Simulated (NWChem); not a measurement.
C5H2FN; SMILES C#C/C=C(/F)C#N

Program: NWChem. All runs use the structure optimised with PBE-D3(BJ)/def2-SVP. B3LYP is NWChem's, with the RPA form of VWN correlation.

**Question.** Predict the results for B3LYP/aug-cc-pVDZ. Quantities: highest occupied level (eV); orbital gap (eV); dipole (D).

**Answer.** 
```json
{
 "highest occupied level (eV)": "-7.50",
 "orbital gap (eV)": "4.68",
 "dipole (D)": "3.37"
}
```
